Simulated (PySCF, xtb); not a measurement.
Si(Br)2 anion (Br2Si), SMILES [Si](Br)Br (connectivity only; charge and spin as stated), charge -1, multiplicity 2.

Harmonic wavenumbers (cm⁻¹) from xtb 6.7.1 with GFN2-xTB at its own minimum, in rising order: 44, 176, 205.

Q: What does PBE0-D3(BJ)/def2-SVPD (PySCF 2.14.0) give at its own minimum? (The exact figures need the calculation; the answer reports its results.)

A: 92, 287, 316. Paired by order, the mean absolute difference is 90 cm⁻¹ and the zero-point energies are 0.6 and 1.0 kcal/mol.
